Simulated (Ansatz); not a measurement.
Relaxation of AlH₈N₃ (12 atoms, charge 0, multiplicity 1), to a largest force component of 0.03 eV/Å in at most 50 steps.

All numbers below come from RKS PBE-D4/def2-SVP (Ansatz).

```xyz
12
Properties=species:S:1:pos:R:3:forces:R:3
Al 0.305 -0.616 -0.590 -0.60 -0.12 0.15
N 0.534 2.103 1.105 -0.16 -0.08 0.04
N -1.136 -0.222 -1.576 0.01 -0.02 0.01
N 0.245 -1.880 0.669 -0.03 -0.06 0.04
H 1.148 1.629 0.428 0.09 0.10 0.01
H 1.597 0.206 -0.795 0.70 0.18 -0.28
H 0.383 1.422 1.863 -0.01 0.00 0.01
H -0.375 2.199 0.631 -0.01 0.00 0.00
H -1.128 0.465 -2.332 0.00 0.00 0.00
H -2.050 -0.677 -1.536 0.00 0.00 0.00
H 1.044 -2.173 1.234 0.00 0.01 -0.01
H -0.567 -2.456 0.898 0.00 -0.02 0.02
```

Question: Where does it end, and by what steps?

Answer: It converged. After 15 steps the energy has fallen by 0.861 eV; N2 moved furthest, 0.81 Å. Joined: Al1–N2 (3.21 → 2.08 Å).

```tsv
step	energy less start (eV)	largest force component (eV/Å)	accepted
0	0.0000	0.696	yes
1	-0.0675	0.597	yes
2	-0.1063	0.991	yes
3	-0.1594	0.837	yes
4	-0.2061	0.300	yes
5	-0.2321	0.182	yes
6	-0.2408	0.230	yes
7	-0.2898	0.300	yes
8	-0.3487	1.024	yes
9	-0.4989	1.842	yes
10	-0.6469	2.904	yes
11	-0.8267	0.681	yes
12	-0.8377	0.418	yes
13	-0.8571	0.113	yes
14	-0.8605	0.067	yes
15	-0.8615	0.018	yes
```

```xyz
12
Properties=species:S:1:pos:R:3
Al 0.399 -0.302 -0.462
N 0.386 1.388 0.758
N -1.150 0.063 -1.377
N 0.213 -1.531 0.892
H 1.177 2.045 0.767
H 1.824 -0.147 -1.212
H 0.255 0.995 1.702
H -0.474 1.892 0.494
H -1.106 0.415 -2.338
H -1.948 -0.579 -1.331
H 1.023 -2.081 1.196
H -0.597 -2.158 0.912
```

Whether the end is a true minimum wasn't checked by a vibrational analysis.

Time of the run: 15 s on 2 threads of INTEL(R) XEON(R) PLATINUM 8581C CPU @ 2.30GHz (Emerald Rapids), on a shared host, peak memory 0.16 GiB.
